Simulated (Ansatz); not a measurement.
Computed with Ansatz on PBE0-D4/def2-TZVP structures; ΔE is electronic, products minus reactants. CCSD(T)/CBS is the MP2 limit (def2-TZVPP, def2-QZVPP) plus CCSD(T) − MP2 in def2-TZVPP, frozen cores. DFT in def2-TZVPP. B3LYP here is the variant with VWN-RPA as its local correlation; programs differ in this. Elements past krypton have def2 core potentials. For In, Se outer-core shells are correlated without core-valence functions, which leaves a few kJ/mol of doubt a bond. Scalar relativity is left out up to krypton. One conformer a species, not always the lowest.

Consider the formal exchange of groups at the Se–In bond: `[SiH3][O][InH][SeH]` + `CC[SiH3]` → `CC[SiH2][SeH]` + `[SiH3][O][InH2]`.

```tsv
level	ΔE (kJ/mol)	difference from CCSD(T)/CBS
PBE-D4	46.1	-5.7
r2SCAN-D4	48.0	-3.8
PBE0-D4	46.4	-5.4
B3LYP-D4	50.2	-1.6
ωB97X-V	46.0	-5.8
ωB97M-V	45.3	-6.5
B2PLYP	52.2	0.4
PBE	47.4	-4.4
r2SCAN	48.4	-3.4
PBE0	47.4	-4.4
B3LYP	52.3	0.5
HF/def2-TZVPP	55.6	3.8
MP2/def2-TZVPP	50.3	-1.5
SCS-MP2/def2-TZVPP	50.6	-1.2
CCSD/def2-TZVPP	49.5	-2.3
CCSD(T)/def2-TZVPP	49.7	-2.1
HF/def2-QZVPP	55.5	3.7
MP2/def2-QZVPP	51.5	-0.3
SCS-MP2/def2-QZVPP	51.5	-0.3
HF/CBS(def2)	55.5	3.7
MP2/CBS(def2)	52.4	0.6
CCSD/CBS(def2)	51.6	-0.2
CCSD(T)/CBS	51.8	0
```

Largest T1 diagnostic among the species: 0.015.

In def2-TZVPP, CCSD(T) changes the Hartree–Fock value by −5.9 kJ/mol (the triples alone add +0.2 kJ/mol) and MP2 by −5.3 kJ/mol.

CCSD(T)/CBS has its own doubt, a few kJ/mol and more with outer-core shells, so smaller differences from it don't rank the levels.
